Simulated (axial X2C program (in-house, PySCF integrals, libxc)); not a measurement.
**ScCl⁺: from Re and ωe to a spectrum**

A bond curve at the CCSD(T) level, with spin–orbit coupling, was computed with an axial X2C code built on PySCF integrals (basis Sc dyall-cv3z [10s11p7d5f2g], Cl dyall-av3z [9s8p3d2f] (cores contracted in-house)) for the state Ω = 3/2 (⟨Sz⟩ = -0.50, ⟨Lz⟩ = 2.00 at HF). Its fit gives Re = 2.2754 Å, ωe = 458.2 cm⁻¹, ωexe = 1.22 cm⁻¹ and αe = 6.982e-04 cm⁻¹; the masses are 44.9559 and 34.9689 u. Two-component means X2C with spin–orbit coupling and atomic mean-field Coulomb and Gaunt terms.

Correlated methods: 9 electrons correlated (number of frozen shells: Sc 3 s, 2 p; Cl 2 s, 1 p), 301 virtual spin orbitals or spinors in MP2, 90 natural virtuals in coupled cluster.

(1) Find the reduced mass, Be and the force constant.

(2) A Morse curve ties αe to the other constants (Pekeris). How well does that hold?

(3) Where do the fundamental and the first overtone lie?

(4) Estimate the centrifugal constant by the Kratzer relation.

The state is one determinant whose occupation by symmetry is held fixed; it was picked as the lowest of a PBE0 search that is not exhaustive. CCSD and (T) use frozen natural virtuals with an MP2 correction for the truncation; (T) itself is uncorrected, so its De runs slightly low. Other states lie close and PBE0, whose exact exchange favours high spin, may order them wrongly; the determinant shown need not be the ground state. The nearest other 2c determinant of the search, Ω = 5/2, lies 0.02 eV up at the distance of the search. The outer-core s and p shells of the metal are frozen in the correlated rows, which leaves out core–valence correlation; for alkali and alkaline-earth bonds that tends to lengthen them.

## Answers

(1) From the CCSD(T) values: μ = 19.6692 u. Be = 16.8576/(μ Re²) = 0.1655 cm⁻¹. k = 5.8918×10⁻⁷ μ ωe² = 2.43 mdyn/Å.

(2) αe(Morse) = 6Be²/ωe × (√(ωexe/Be) − 1) = 6.153e-04 cm⁻¹; the CCSD(T) curve gives 6.982e-04 cm⁻¹, a ratio of 0.88.

(3) ν(1←0) = ωe − 2ωexe = 455.8 cm⁻¹; ν(2←0) = 2ωe − 6ωexe = 909.1 cm⁻¹.

(4) D = 4Be³/ωe² = 8.64e-08 cm⁻¹.
